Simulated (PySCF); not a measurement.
SMILES Br[C](F)F, doublet, PBE0/def2-SVP optimised geometry.

```
4

F     -0.73    -1.26     0.93
C     -0.27    -0.47     0.00
F      1.04    -0.47     0.00
Br    -1.04     1.26     0.00
```

Density from unrestricted PBE0/def2-TZVP run with PySCF at that geometry.

Minimum of the electron density along straight lines between bonded atoms, close to the bond critical point (lines longer than 1.1 times the sum of covalent radii, or with two minima, are not listed):

```tsv
bond	length / Å	ρ at the minimum / e bohr⁻³	∇²ρ there / e bohr⁻⁵	position (fraction from the first atom)
F1–C2	1.309	0.295	-0.06	0.67
C2–F3	1.309	0.295	-0.06	0.33
C2–Br4	1.898	0.169	-0.18	0.46
```
